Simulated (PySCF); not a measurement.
Atom-mapped SMILES (the numbers label the heavy atoms): `[OH:1][CH2:2]/[CH:3]=[CH:4]\[O:5][SiH3:6]`. Each H is labelled by its parent atom.

Geometry: PBE0-D3(BJ)/def2-SVP; GIAO shifts from PySCF 2.14.0 with density-fitted response routines, gas phase, non-relativistic, averaged over equivalent atoms.

At CAM-B3LYP/pcSseg-1 (149 basis functions, 21 s wall time on 1 thread of an Arm Neoverse V1, shared host):
```json
{"atoms": "O5", "δ (ppm)": "88.0"}
{"atoms": "O1", "δ (ppm)": "42.4"}
{"atoms": "C4", "δ (ppm)": "149.9"}
{"atoms": "C3", "δ (ppm)": "122.7"}
{"atoms": "C2", "δ (ppm)": "58.1"}
{"atoms": "Si6", "δ (ppm)": "-31.2"}
{"atoms": "H(C4)", "δ (ppm)": "6.15"}
{"atoms": "H(C3)", "δ (ppm)": "4.96"}
{"atoms": "H(Si6)", "δ (ppm)": "4.76"}
{"atoms": "H(C2)", "δ (ppm)": "4.34"}
{"atoms": "H(O1)", "δ (ppm)": "-0.47"}
```

δ = σ(ref) − σ, references computed at the same level: $^{17}$O (338.55 ppm) against H2O; $^{13}$C (182.45 ppm) and $^{29}$Si (343.41 ppm) and $^{1}$H (31.33 ppm) against TMS.

Question: What do these become at B97-D/pcSseg-1?

Answer: 
```json
{"atoms": "O5", "δ at B97-D/pcSseg-1": "97.3", "change": "+9.3"}
{"atoms": "O1", "δ at B97-D/pcSseg-1": "48.4", "change": "+6.0"}
{"atoms": "C4", "δ at B97-D/pcSseg-1": "140.7", "change": "-9.2"}
{"atoms": "C3", "δ at B97-D/pcSseg-1": "114.8", "change": "-7.9"}
{"atoms": "C2", "δ at B97-D/pcSseg-1": "59.5", "change": "+1.4"}
{"atoms": "Si6", "δ at B97-D/pcSseg-1": "-32.7", "change": "-1.5"}
{"atoms": "H(C4)", "δ at B97-D/pcSseg-1": "6.17", "change": "+0.02"}
{"atoms": "H(C3)", "δ at B97-D/pcSseg-1": "4.83", "change": "-0.13"}
{"atoms": "H(Si6)", "δ at B97-D/pcSseg-1": "4.83", "change": "+0.07"}
{"atoms": "H(C2)", "δ at B97-D/pcSseg-1": "4.47", "change": "+0.13"}
{"atoms": "H(O1)", "δ at B97-D/pcSseg-1": "-0.65", "change": "-0.18"}
```

δ = σ(ref) − σ, references computed at the same level: $^{17}$O (σ = 330.37 ppm) vs H2O; $^{13}$C (σ = 179.17 ppm), $^{29}$Si (σ = 347.23 ppm), $^{1}$H (σ = 31.41 ppm) vs TMS.

The largest change is at O5 (oxygen bonded to C, Si). Cost: 149 basis functions, 32 s wall time on 1 thread of an Intel Xeon Platinum 8259CL, shared host. The order of the carbon signals is the same at both levels.

Experimental scales use liquid or dissolved standards, which lie at an offset from isolated H2O (liquid H2O: subtract about 36 ppm).
